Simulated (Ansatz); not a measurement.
Relaxation of C$_{2}$H$_{7}$NOSi (12 atoms, charge 0, multiplicity 1), to a largest force component of 0.02 eV/Å in at most 50 steps.

Theory: RKS PBE0-D4/def2-SVP (Ansatz 0.2.0).

```xyz
12
Properties=species:S:1:pos:R:3:forces:R:3
N -1.619 1.263 -0.225 -2.74 3.71 -1.52
Si -0.901 -0.171 -0.012 2.15 -1.43 -0.71
C 0.593 -0.187 1.003 2.63 -0.54 2.24
C 1.377 -0.637 -0.302 -4.89 -0.06 0.50
O 0.246 -0.245 -1.228 2.52 -1.17 -0.62
H -0.974 1.994 -0.562 -0.11 -0.42 0.62
H -2.292 1.217 -1.009 -0.10 0.08 0.73
H -1.755 -1.321 -0.048 -0.99 -0.72 0.31
H 0.974 0.801 1.419 -0.57 -0.85 -0.58
H 0.676 -0.914 1.854 0.01 0.40 -0.42
H 1.486 -1.729 -0.347 0.36 -0.06 0.03
H 2.266 -0.127 -0.508 1.73 1.06 -0.58
```

Problem. Where does it end, and by what steps?

Solution. The run converged. After 10 steps the energy has fallen by 1.007 eV; H7 moved furthest, 0.43 Å.

```
step  energy less start (eV)  largest force component (eV/Å)  accepted
   0                  0.0000                           4.885       yes
   1                 -0.7458                           1.492       yes
   2                 -0.9482                           0.540       yes
   3                 -0.9740                           0.450       yes
   4                 -0.9984                           0.154       yes
   5                 -1.0031                           0.128       yes
   6                 -1.0055                           0.099       yes
   7                 -1.0057                           0.115       yes
   8                 -1.0069                           0.021       yes
   9                 -1.0070                           0.023       yes
  10                 -1.0070                           0.008       yes
```

```xyz
12
Properties=species:S:1:pos:R:3
N -1.626 1.322 -0.420
Si -0.815 -0.161 -0.174
C 0.655 -0.249 1.003
C 1.418 -0.697 -0.261
O 0.405 -0.587 -1.273
H -1.140 2.194 -0.588
H -2.590 1.355 -0.725
H -1.902 -1.174 -0.050
H 0.991 0.715 1.414
H 0.619 -0.986 1.817
H 1.785 -1.735 -0.195
H 2.277 -0.051 -0.514
```

Run time: 32 s on 2 threads of AMD EPYC 7R32 (Zen 2), on a shared host, peak memory 0.25 GiB.
